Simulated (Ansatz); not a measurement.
`OC[SeH]` and `F[SiH2]OC[SeH]` differ in one atom or group.

Ansatz, PBE0-D4/def2-TZVP geometries, multiplicity 1. Each molecule was computed in one conformer, which needn't be the lowest.

Scalar relativity is left out up to krypton.

```json
{"property": "HOMO energy (ωB97M-V/def2-TZVPP) / eV", "`OC[SeH]`": "-9.08"}
{"property": "LUMO energy (B3LYP/def2-TZVPP) / eV", "`OC[SeH]`": "-0.40"}
{"property": "HOMO–LUMO gap (PBE0/def2-TZVPP) / eV", "`OC[SeH]`": "6.76"}
{"property": "HOMO–LUMO gap (PBE/def2-TZVPP) / eV", "`OC[SeH]`": "4.70"}
{"property": "size of the dipole moment (ωB97M-V/def2-TZVPP) / D", "`OC[SeH]`": "1.65"}
{"property": "size of the dipole moment (PBE/def2-TZVPP) / D", "`OC[SeH]`": "1.60"}
```

Question: Give the same properties after the change, and the shifts. (Best estimate.)

Answer: Ansatz gave: 
| property | `F[SiH2]OC[SeH]` | shift |
| --- | --- | --- |
| HOMO energy (ωB97M-V/def2-TZVPP) / eV | -9.28 | -0.20 |
| LUMO energy (B3LYP/def2-TZVPP) / eV | -0.48 | -0.08 |
| HOMO–LUMO gap (PBE0/def2-TZVPP) / eV | 6.87 | 0.11 |
| HOMO–LUMO gap (PBE/def2-TZVPP) / eV | 4.80 | 0.10 |
| size of the dipole moment (ωB97M-V/def2-TZVPP) / D | 1.38 | -0.27 |
| size of the dipole moment (PBE/def2-TZVPP) / D | 1.35 | -0.25 |

With PBE0 the HOMO falls by 0.21 eV and the LUMO falls by 0.10 eV, so the gap widens by about 0.11 eV. PBE moves the HOMO by -0.22 eV and ωB97M-V by -0.20 eV. The zero-point energy changes by 29.4 kJ/mol with +9 modes. Dipoles are sizes alone; their direction can turn.

B3LYP here is the variant with VWN-RPA as its local correlation; programs differ in this.

Spin–orbit coupling is left out; it splits and shifts lone-pair levels of the heavy atoms by tenths of an eV.
